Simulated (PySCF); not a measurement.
Computed shifts of a molecule H7NO2Si2, PBE0/pcSseg-1 run with PySCF, GIAO, gas phase, atoms alike by connectivity averaged where their shifts nearly agree, in ppm (number of nuclei): ¹⁵N: 41.1 (1). ²⁹Si: -30.6 (1), -36.6 (1). ¹H: 5.22 (1), 5.17 (1), 5.11 (1), 4.92 (1), 2.20 (1), 1.62 (1), 1.50 (1). References: ¹⁵N against NH3 (σ = 267.4 ppm); ²⁹Si against TMS (σ = 352.7 ppm); ¹⁷O against H2O (σ = 334.2 ppm); ¹H against TMS (σ = 31.56 ppm), references at their B3LYP-D3(BJ)/def2-TZVP geometries, non-relativistic. Geometry optimised at r2SCAN-D4/def2-SVP. Other conformers were not sampled.

### Question
Pick the molecule that these values belong to.
A) O[SiH](O)N[SiH3]
B) N[Si@H](O)O[SiH3]
C) O[SiH2]N[SiH2]O
D) N[SiH2]O[SiH2]O

### Answer
D, N[SiH2]O[SiH2]O
